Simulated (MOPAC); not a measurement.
MOPAC input (PM3):

```
PM3 PRECISE GNORM=0.05 LET XYZ UHF MS=0.5 GEO-OK AUX(PRECISION=9) THREADS=1
OP

P    -0.00000000 1   -0.00000000 1   -0.51471900 1
O     0.00000000 1    0.00000000 1    0.96509800 1
```

Output:

```
 *******************************************************************************
 **                                                                           **
 **                              MOPAC v23.2.5                                **
 **                                                                           **
 *******************************************************************************
 ** MOPAC's Digital Object Identifier: https://doi.org/10.5281/zenodo.6511958 **
 **                                                                           **
 ** Please cite the open-source release paper for use of this MOPAC version:  **
 ** J. E. Moussa and J. J. P. Stewart (2026)                                  **
 ** MOPAC: An open-source semiempirical molecular orbital program             **
 ** J. Open Source Softw., 11(119), 8025, https://doi.org/10.21105/joss.08025 **
 *******************************************************************************

                              PM3 CALCULATION RESULTS

 *******************************************************************************
 *  PM3        - The PM3 Hamiltonian to be used
 *  GEO-OK     - OVERRIDE INTERATOMIC DISTANCE AND OTHER SAFETY CHECKS
 *  UHF        - UNRESTRICTED HARTREE-FOCK CALCULATION
 *  MS=        - IN MECI, MAGNETIC COMPONENT OF SPIN =  0.5
 *  LET        - OVERRIDE SOME SAFETY CHECKS
 *  PRECISE    - TIGHTER CRITERIA TO BE USED
 *  XYZ        - CARTESIAN COORDINATE SYSTEM TO BE USED
 *  GNORM      - EXIT WHEN GRADIENT NORM DROPS BELOW 0.050
 *  AUX        - OUTPUT AUXILIARY INFORMATION
 *******************************************************************************
PM3 PRECISE GNORM=0.05 LET XYZ UHF MS=0.5 GEO-OK AUX(PRECISION=9) THREADS=1
 OP

   ATOM   CHEMICAL          X               Y               Z
  NUMBER   SYMBOL      (ANGSTROMS)     (ANGSTROMS)     (ANGSTROMS)

     1       P         -0.00000000  *  -0.00000000  *  -0.51471900  *
     2       O          0.00000000  *   0.00000000  *   0.96509800  *

          CARTESIAN COORDINATES

    NO.       ATOM           X           Y           Z

     1         P         -0.0000     -0.0000     -0.5147
     2         O          0.0000      0.0000      0.9651

  O: (PM3): J. J. P. STEWART, J. COMP. CHEM. 10, 209 (1989).
  P: (PM3): J. J. P. STEWART, J. COMP. CHEM. 10, 209 (1989).

           Empirical Formula: O P  =     2 atoms

      MOLECULAR POINT GROUP   :   C*v

          UHF CALCULATION, NO. OF ALPHA ELECTRONS =    6
                           NO. OF BETA  ELECTRONS =    5

          Geometry optimization using EF

          DIAGONAL MATRIX USED AS START HESSIAN

 CYCLE:     1  GRAD.:    29.637 HEAT: -19.73558
 CYCLE:     2  GRAD.:   441.010 HEAT:  4.737937
 CYCLE:     3  GRAD.:    12.103 HEAT: -19.93099
 CYCLE:     4  GRAD.:     4.807 HEAT: -19.96240
 CYCLE:     5  GRAD.:     0.070 HEAT: -19.96823
 CYCLE:     6  GRAD.:     0.008 HEAT: -19.96823

     GRADIENT =  0.00792 IS LESS THAN CUTOFF =  0.05000

 -------------------------------------------------------------------------------
 PM3 PRECISE GNORM=0.05 LET XYZ UHF MS=0.5 GEO-OK AUX(PRECISION=9) THREADS=1
 OP

     GEOMETRY OPTIMISED USING EIGENVECTOR FOLLOWING (EF).
     SCF FIELD WAS ACHIEVED

                              PM3 CALCULATION
                                                       MOPAC v23.2.5 Linux

          FINAL HEAT OF FORMATION =        -19.96823 KCAL/MOL =     -83.54707 KJ/MOL

          COSMO AREA              =         65.05 SQUARE ANGSTROMS
          COSMO VOLUME            =         47.70 CUBIC ANGSTROMS

          GRADIENT NORM           =          0.00792          =       0.00560 PER ATOM
          IONIZATION POTENTIAL    =          7.487396 EV
          ALPHA SOMO LUMO (EV)    =         -7.487 -1.073
          BETA  SOMO LUMO (EV)    =        -11.478 -0.867
          NO. OF ALPHA ELECTRONS  =          6
          NO. OF BETA  ELECTRONS  =          5
          MOLECULAR WEIGHT        =         46.9732         POINT GROUP:  C*v

          MOLECULAR DIMENSIONS (Angstroms)

            Atom       Atom       Distance
            O     2    P     1     1.45797
            O     2    P     1     0.00000
            P     1    O     2     0.00000

          SCF CALCULATIONS        =          7

   ATOM   CHEMICAL          X               Y               Z
  NUMBER   SYMBOL      (ANGSTROMS)     (ANGSTROMS)     (ANGSTROMS)

     1       P          0.00000000  *   0.00000000  *  -0.50379494  *
     2       O          0.00000000  *   0.00000000  *   0.95417394  *

                             CARTESIAN COORDINATES

   1    P        0.000000000     0.000000000    -0.503794940
   2    O        0.000000000     0.000000000     0.954173940

           Empirical Formula: O P  =     2 atoms

      MOLECULAR POINT GROUP   :   C*v

          ALPHA EIGENVALUES
 -35.44478 -20.53083 -14.40066 -13.38615 -11.88332  -7.48740  -1.07317   2.31929

           BETA EIGENVALUES
 -35.28636 -19.76277 -13.22792 -12.84789 -11.47786  -0.86709  -0.46849   2.69331

              NET ATOMIC CHARGES AND DIPOLE CONTRIBUTIONS

  ATOM NO.   TYPE          CHARGE      No. of ELECS.   s-Pop       p-Pop
    1          P           0.483648        4.5164     1.89065     2.62570
    2          O          -0.483648        6.4836     1.85739     4.62626
 DIPOLE           X         Y         Z       TOTAL
 POINT-CHG.     0.000    -0.000    -3.387     3.387
 HYBRID        -0.000     0.000     1.392     1.392
 SUM           -0.000     0.000    -1.995     1.995

          ATOMIC ORBITAL ELECTRON POPULATIONS

     Atom    s        px        py        pz
    1  P   1.89065   1.27590   0.56069   0.78912
    2  O   1.85739   1.72410   1.43931   1.46285

                    (SZ)    =    0.500000
                    (S**2)  =    0.750488

          ATOMIC ORBITAL SPIN POPULATIONS

    Atom   Total    s     px     py     pz
         Atomic
    1  P  0.7213  0.009  0.724  0.003 -0.015
    2  O  0.2787  0.001  0.276 -0.003  0.005

 **********************
 *                    *
 * JOB ENDED NORMALLY *
 *                    *
 **********************

 == MOPAC DONE ==
```

The geometry given is a B3LYP-D3(BJ)/def2-TZVP minimum.
